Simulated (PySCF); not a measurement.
## Atomic charges against the basis set

C6H5F.
Numbering: `[CH:1]#[C:2][C@H:3]1[C@H:4]2[C@H:5]([F:6])[C@@H:7]12` (hydrogens: H8 on C1; H9 on C3; H10 on C4; H11 on C5; H12 on C7)

PBE0 throughout (PySCF), one geometry, spherical d and f functions. Geometry: PBE0-D3(BJ)/def2-SVP; no solvent, vibrations or thermal averaging. Atoms taken as equivalent share a column and are averaged. The first 7 of 10 kinds of atom are listed.

Mulliken charges (e):

| basis | functions | C1 | C2 | C3 | C4/C7 | C5 | F6 | H8 |
| --- | --- | --- | --- | --- | --- | --- | --- | --- |
| STO-3G | 40 | -0.141 | -0.040 | -0.079 | -0.117 | +0.045 | -0.093 | +0.119 |
| 6-31G | 73 | -0.470 | +0.192 | -0.365 | -0.111 | +0.100 | -0.332 | +0.280 |
| pcSseg-0 | 73 | -0.310 | -0.016 | -0.374 | -0.239 | +0.142 | -0.369 | +0.279 |
| 6-31G* | 108 | -0.511 | +0.333 | -0.388 | -0.154 | +0.171 | -0.335 | +0.238 |
| cc-pVDZ | 123 | -0.415 | +0.447 | -0.162 | -0.040 | +0.242 | -0.213 | +0.008 |
| def2-SVP | 123 | -0.425 | +0.362 | -0.150 | -0.044 | +0.236 | -0.246 | +0.046 |
| aug-cc-pVDZ | 206 | +1.228 | -1.001 | +0.964 | +0.426 | +1.198 | -0.576 | -0.695 |
| 6-311+G(2d,p) | 219 | -0.862 | +1.243 | -0.498 | -0.183 | +0.121 | -0.304 | +0.160 |
| def2-TZVP | 247 | -0.117 | -0.026 | -0.218 | -0.141 | +0.127 | -0.208 | +0.178 |
| cc-pVTZ | 280 | -0.234 | +0.048 | -0.161 | -0.103 | +0.129 | -0.200 | +0.149 |
| IGLO-III | 295 | -0.182 | -0.102 | +0.028 | -0.096 | +0.190 | -0.270 | +0.153 |
| pcSseg-2 | 322 | -0.219 | +0.129 | -0.051 | -0.110 | +0.316 | -0.287 | +0.058 |

IAO charges (e):

```csv
basis,functions,C1,C2,C3,C4/C7,C5,F6,H8
STO-3G,40,-0.164,-0.048,-0.145,-0.153,+0.036,-0.115,+0.160
6-31G,73,-0.237,-0.036,-0.140,-0.161,+0.139,-0.284,+0.201
pcSseg-0,73,-0.223,-0.035,-0.150,-0.167,+0.136,-0.269,+0.193
6-31G*,108,-0.234,-0.040,-0.132,-0.157,+0.178,-0.292,+0.196
cc-pVDZ,123,-0.242,-0.038,-0.133,-0.159,+0.177,-0.293,+0.199
def2-SVP,123,-0.234,-0.036,-0.132,-0.153,+0.178,-0.294,+0.193
aug-cc-pVDZ,206,-0.252,-0.036,-0.134,-0.161,+0.177,-0.307,+0.205
"6-311+G(2d,p)",219,-0.252,-0.036,-0.136,-0.160,+0.176,-0.308,+0.205
def2-TZVP,247,-0.252,-0.036,-0.135,-0.162,+0.180,-0.307,+0.205
cc-pVTZ,280,-0.251,-0.036,-0.135,-0.162,+0.180,-0.304,+0.205
IGLO-III,295,-0.253,-0.036,-0.136,-0.161,+0.178,-0.308,+0.206
pcSseg-2,322,-0.252,-0.036,-0.135,-0.161,+0.180,-0.308,+0.205
```

Problem. Which scheme is steadiest as the basis changes?

Solution. Largest range over the bases for any column: IAO 0.19 e, Mulliken 2.24 e. IAO charges move least and Mulliken charges most, counted in e. Without the minimal STO-3G basis the ranges are IAO 0.04, Mulliken 2.24 e.

Problem. How much do the charges still move between the two largest bases, IGLO-III and pcSseg-2?

Solution. At most, over all atoms: Mulliken 0.231 e, IAO 0.002 e.

Problem. What do the same runs give for the total energy, the frontier levels and the dipole moment?

Solution. 
| basis | energy (Eh) | HOMO (eV) | LUMO (eV) | μ (D) |
| --- | --- | --- | --- | --- |
| STO-3G | -326.6899 | -5.43 | 4.35 | 0.76 |
| 6-31G | -330.8559 | -7.46 | 1.34 | 1.47 |
| pcSseg-0 | -330.1790 | -7.85 | 1.00 | 1.37 |
| 6-31G* | -330.9457 | -7.29 | 1.35 | 1.18 |
| cc-pVDZ | -330.9742 | -7.48 | 1.09 | 1.18 |
| def2-SVP | -330.7144 | -7.58 | 1.01 | 1.21 |
| aug-cc-pVDZ | -330.9947 | -7.64 | -0.06 | 1.32 |
| 6-311+G(2d,p) | -331.0493 | -7.67 | 0.14 | 1.34 |
| def2-TZVP | -331.0808 | -7.64 | 0.72 | 1.27 |
| cc-pVTZ | -331.0692 | -7.60 | 0.77 | 1.24 |
| IGLO-III | -331.0850 | -7.66 | 0.45 | 1.30 |
| pcSseg-2 | -331.0805 | -7.67 | 0.40 | 1.30 |

The dipole is fixed by the density alone, so its range of 0.71 D shows that the density itself changes with the basis, not only its division among atoms.
